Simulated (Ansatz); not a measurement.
System: sum formula H$_{3}$BPO$_{2}$ (charge 0, doublet). It need not be the lowest isomer of its formula. 
Structure (B3LYP-D3(BJ)/def2-TZVP (Ansatz, a quantum-chemistry and plane-wave program) minimum search):
SMILES: OB(O)[PH]
```xyz
7

O     -0.5823     1.3612     0.8032
B     -0.4412     0.1605     0.1762
O     -1.5799    -0.5798     0.0575
P      1.2461    -0.5381    -0.5396
H      0.2330     1.8627     0.8740
H     -1.4653    -1.4239    -0.3866
H      2.0437     0.5786    -0.1595
```
Charge 0, spin multiplicity 2.

Basis-set convergence of Hartree-Fock and CCSD(T) correlation energies (hartree) with Ansatz. Valence correlation only, unless marked. UHF or UKS for open shells. No spin-orbit coupling. Non-relativistic.

```json
[
 {"basis": "cc-pV(D+d)Z", "functions": "80", "E(HF)": "-517.00013", "E(corr, CCSD(T))": "-0.60332"},
 {"basis": "cc-pV(T+d)Z", "functions": "171", "E(HF)": "-517.07278", "E(corr, CCSD(T))": "-0.76032"},
 {"basis": "cc-pV(Q+d)Z", "functions": "319", "E(HF)": "-517.08986", "E(corr, CCSD(T))": "-0.81146"}
]
```

Extrapolating the two largest sets (X = 3 and 4) as X^-3: E(corr) = (64·(-0.81146) - 27·(-0.76032))/37 = -0.8488 Eh, an estimate of the basis-set limit. The largest set recovers 95.6 % of it, the smallest 71.1 %.
